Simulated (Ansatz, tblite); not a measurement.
Cost and result up the ladder for `CCC(C)(CC(C)(CC(C)(C)C(=O)OCc1ccccc1)C(=O)OC)C(=O)OC1CCOC1=O` (70 atoms). Charge 0, multiplicity 1. Geometry: PBE-D4/def2-SVP.

```xyz
70

C    -2.437    3.965   -0.066
C    -2.843    3.116    1.137
C    -1.868    1.968    1.580
C    -2.557    1.203    2.723
C    -1.545    1.081    0.354
C    -0.787   -0.273    0.547
C     0.487   -0.105    1.385
C    -0.502   -0.748   -0.916
C     0.308   -2.043   -1.223
C     1.836   -1.871   -1.034
C    -0.190   -3.273   -0.451
C     0.111   -2.322   -2.726
O    -0.264   -3.377   -3.205
O     0.442   -1.236   -3.470
C     0.390   -1.398   -4.912
C     1.696   -1.932   -5.446
C     2.744   -1.049   -5.772
C     3.975   -1.539   -6.232
C     4.171   -2.923   -6.369
C     3.132   -3.811   -6.045
C     1.902   -3.320   -5.584
C    -1.780   -1.267    1.166
O    -2.872   -1.524    0.691
O    -1.328   -1.839    2.312
C    -2.225   -2.778    2.917
C    -0.594    2.683    2.034
O     0.280    3.101    1.297
O    -0.572    2.881    3.386
C     0.535    3.652    3.896
C     1.624    2.759    4.476
C     1.095    2.493    5.892
O     0.361    3.681    6.252
C    -0.019    4.378    5.138
O    -0.694    5.375    5.179
H    -1.448    4.443    0.077
H    -2.389    3.370   -1.000
H    -3.182    4.770   -0.229
H    -3.822    2.627    0.939
H    -3.003    3.770    2.021
H    -2.889    1.899    3.517
H    -1.892    0.455    3.192
H    -3.446    0.674    2.328
H    -0.940    1.691   -0.344
H    -2.502    0.846   -0.157
H     0.990   -1.073    1.557
H     1.191    0.585    0.881
H     0.260    0.308    2.387
H    -0.001    0.090   -1.439
H    -1.500   -0.855   -1.390
H     2.374   -2.739   -1.468
H     2.107   -1.815    0.036
H     2.201   -0.957   -1.541
H     0.022   -3.167    0.630
H    -1.278   -3.421   -0.587
H     0.317   -4.186   -0.818
H     0.188   -0.380   -5.297
H    -0.453   -2.070   -5.165
H     2.590    0.037   -5.666
H     4.785   -0.838   -6.487
H     5.135   -3.309   -6.733
H     3.282   -4.896   -6.153
H     1.090   -4.009   -5.311
H    -2.436   -3.619    2.226
H    -3.187   -2.291    3.176
H    -1.719   -3.144    3.828
H     0.881    4.354    3.114
H     2.574    3.331    4.519
H     1.799    1.844    3.880
H     1.888    2.339    6.650
H     0.401    1.625    5.919
```

Ansatz on 2 threads of AMD EPYC 7R13 on a shared host and a share (18 GiB) of an NVIDIA H100 80GB HBM3; xTB runs through tblite on one thread. Times are rough, summed over both states, and most runs start from the orbitals of an earlier one. PBE0-D4/def2-SVP serves as the yardstick here, not as an exact answer. The other state is a triplet.

The xTB rows come from tblite. Single mean-field runs in def2-SVP are fitted with def2-universal-jkfit.

xTB has no spin-polarisation term.

```json
{"level": "GFN2-xTB", "functions": "172", "wall time": "0.68 s", "vertical triplet (eV)": "4.33", "difference from PBE0-D4/def2-SVP (eV)": "0.19"}
{"level": "GFN1-xTB", "functions": "208", "wall time": "0.95 s", "vertical triplet (eV)": "4.46", "difference from PBE0-D4/def2-SVP (eV)": "0.31"}
{"level": "PBE-D4/def2-SVP (with forces)", "functions": "656", "wall time": "23 s", "vertical triplet (eV)": "4.18", "difference from PBE0-D4/def2-SVP (eV)": "0.04"}
{"level": "PBE0-D4/def2-SVP (with forces)", "functions": "656", "wall time": "23 s", "vertical triplet (eV)": "4.15", "difference from PBE0-D4/def2-SVP (eV)": "0.00"}
```
